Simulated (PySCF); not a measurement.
# RuO4(NH3): 2 charge schemes on one density

RuO4(NH3) (singlet state).
Structure used (PBE0-D3(BJ)/def2-SVP), in Å, numbered top down from 1:
```
atom  x, y, z in Å
Ru1    0.007    0.002    1.200
O2     0.015    0.003    2.866
N3    -0.007   -0.001   -1.341
H4     0.511   -0.798   -1.709
H5     0.419    0.847   -1.712
H6    -0.959   -0.056   -1.701
O7     1.630    0.006    0.791
O8    -0.812    1.406    0.802
O9    -0.804   -1.408    0.804
```

Density: PBE0/pcSseg-1 (def2-TZVP on Ru) (PySCF); schemes: Mulliken and ESP-fitted. Geometry: PBE0-D3(BJ)/def2-SVP; no solvent, vibrations or thermal averaging. Atoms past krypton carry effective core potentials; spin–orbit coupling is left out.

**Question.** Which atoms carry the highest charge in the Mulliken and ESP-fitted schemes?

**Answer.** All schemes agree: Mulliken Ru1 (+1.672); ESP-fitted Ru1 (+1.210).

**Question.** Do the Mulliken and ESP-fitted schemes agree on where the charge is lowest?

**Answer.** The schemes don't all agree: Mulliken O7 and O9 (-0.469); ESP-fitted N3 (-0.699).

**Question.** Give the atomic charges in each scheme.

**Answer.** In e:

```
atom                    environment  Mulliken  ESP-fitted
 Ru1  ruthenium bonded to N and 4 O    +1.672      +1.210
  O2            oxygen bonded to Ru    -0.437      -0.330
  N3  nitrogen bonded to Ru and 3 H    -0.458      -0.699
  H4                 hydrogen on N3    +0.209      +0.285
  H5                 hydrogen on N3    +0.209      +0.286
  H6                 hydrogen on N3    +0.209      +0.286
  O7            oxygen bonded to Ru    -0.469      -0.347
  O8            oxygen bonded to Ru    -0.468      -0.346
  O9            oxygen bonded to Ru    -0.469      -0.346
```

Mean size of the charges over all atoms: Mulliken 0.511 e, ESP-fitted 0.459 e. Each set sums to the total charge, 0, to within 0.001 e. The ESP scheme fits charges at the nuclei, held to the total charge, to the electrostatic potential on points at 1.4 to 2.0 times the van der Waals radii. The Mulliken scheme counts on each atom the diagonal of the density matrix times the overlap matrix over that atom's basis functions.

**Question.** Sum the charges by element, for elements with more than one atom.

**Answer.** 
```
element  atoms  Mulliken  ESP-fitted
      O      4    -1.843      -1.368
      H      3    +0.628      +0.857
```

**Question.** How many electrons does the ESP-fitted scheme count on N3?

**Answer.** Z − q = 7 − (-0.699) = 7.699.
